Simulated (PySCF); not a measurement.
C5H9NOS.
InChI=1S/C5H9NOS/c1-5(8)7-4-3-6-2/h3H,4H2,1-2H3/b6-3-

Computed with TDDFT PBE0/def2-SVPD, vertical, gas phase, core orbitals frozen in the response in PySCF 2.14.0, density-fitted response routines. The structure is a single GFN2-xTB conformer in the gas phase; no vibrational or solvent corrections. Torsions of this conformer, `[CH3:1]/[N:2]=[CH:3]\[CH2:4][O:5][C:6]([CH3:7])=[S:8]`: N2–C3–C4–O5 -62°, C3–C4–O5–C6 163°, C4–O5–C6–C7 180°.

```tsv
state	E (eV)	E (hartree)	f	main configurations (H = HOMO, L = LUMO)
S1	3.41	0.1254	0.0002	H→L (98%)
S2	4.55	0.1671	0.0057	H-1→L+1 (84%), H→L+1 (14%)
S3	4.87	0.1790	0.0022	H-1→L (98%)
S4	5.14	0.1888	0.029	H→L+1 (79%), H-1→L+1 (14%)
S5	5.83	0.2141	0.251	H-2→L (86%)
S6	6.07	0.2231	0.025	H→L+2 (95%)
S7	6.13	0.2254	0.0026	H-2→L+1 (98%)
S8	6.44	0.2365	0.0054	H-3→L (90%), H-4→L (8%)
```

Triplets (Tamm–Dancoff): T1 3.02 eV, H→L (97%); T2 3.60 eV, H-2→L (97%); T3 3.74 eV, H-1→L+1 (88%).

The lowest singlet comes at 363 nm (329 kJ/mol) in the ultraviolet; it is dark (f under 0.0005); its leading configuration is HOMO→LUMO (98%). The strongest level in the table is S5 at 5.83 eV (213 nm, f = 0.251). S1 has the pattern of n→π* at C=S. The oscillator strengths of these states sum to 0.321; summed over the whole spectrum of an exact calculation they would give the number of electrons, 70 (Thomas–Reiche–Kuhn). Orbital energies (eV): HOMO-3 -8.88, HOMO-2 -7.84, HOMO-1 -7.26, HOMO -6.67, LUMO -1.51, LUMO+1 -0.72, LUMO+2 0.43. The listed states span 3.02 eV, and the widest gap between neighbours is 1.14 eV (S1 to S2). No computed singlet lies in the visible range (380 to 750 nm); the lowest, at 363 nm, stands 0.15 eV above its violet end (3.26 eV); a Tamm–Dancoff triplet lies at 411 nm, without intensity as long as spin–orbit coupling is left out. The window holds the lowest 8 singlets.
